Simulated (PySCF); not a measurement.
A calculated (M06-2X, PySCF 2.14, aug-cc-pVTZ, no relativity, point nucleus) atom or ion has these occupied shells.

| shell | electrons | orbital energy (eV) | rms radius, mean of both spins (bohr) |
| --- | --- | --- | --- |
| 1s α | 1 | -691.28 | 0.204 |
| 1s β | 1 | -689.66 | 0.204 |
| 2s α | 1 | -38.529 | 1.10 |
| 2p α | 3 | -17.395 | 1.27 |
| 2p β | 3 | -14.718 | 1.27 |

Q: Name the element and its charge.

A: F (fluorine, neutral), in [He] 2s1 2p6, 2S determinant (an excited configuration).
